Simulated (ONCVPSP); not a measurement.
## Building the ONCV potential for W (LDA (Perdew-Zunger), fully relativistic).

* Element: W (Z = 74)
* Generator: ONCVPSP 4.0.1
* Type: optimised norm-conserving Vanderbilt (ONCV)
* Functional: LDA (Perdew-Zunger)
* Relativity: fully relativistic
* Frozen core: [Kr] 4d10 4f14
* Valence charge: 14
* Reference configuration: 5s2 5p6 5d4 (charge +2)
* Partial waves: 5s: rc 1.25 bohr, ncon 4, nbas 7, qcut 5.5 1/bohr, 1 projector; 5p: rc 1.30 bohr, ncon 4, nbas 8, qcut 7.4 1/bohr, 2 projectors, debl 3 Ha; 5d: rc 1.70 bohr, ncon 5, nbas 9, qcut 6 1/bohr, 1 projector
* Local potential: polynomial inside 1.25 bohr (lpopt 5, dvloc0 6 Ha)
* Core correction: none

Open shells are filled in proportion to 2j + 1.

All-electron outer shells of the reference configuration (LDA (Perdew-Zunger), scalar-relativistic, ld1.x):

```csv
shell,level (eV),outermost node (bohr),outermost maximum (bohr)
5p,-59.58,0.57,1.09
4f,-49.69,–,0.43
5d,-20.20,0.63,1.49
```

Results:

| Property | Result |
| --- | --- |
| Cutoffs needed | 74 Ha and 112 Ha (the cutoffs (Ha) at which the residual kinetic energy of the hardest occupied pseudo-wave falls to 1 and 0.1 mHa per electron) |
| Ghost test | no bound ghost flagged; GHOST(+) flagged for s at 286.8 eV |
| Largest excitation error | -217 meV (all-electron minus pseudo) for 5s2 5p6 5d4 6s2, out of 4 test configurations |

Generation and tests took about 5.8 s on one core of a shared server CPU.
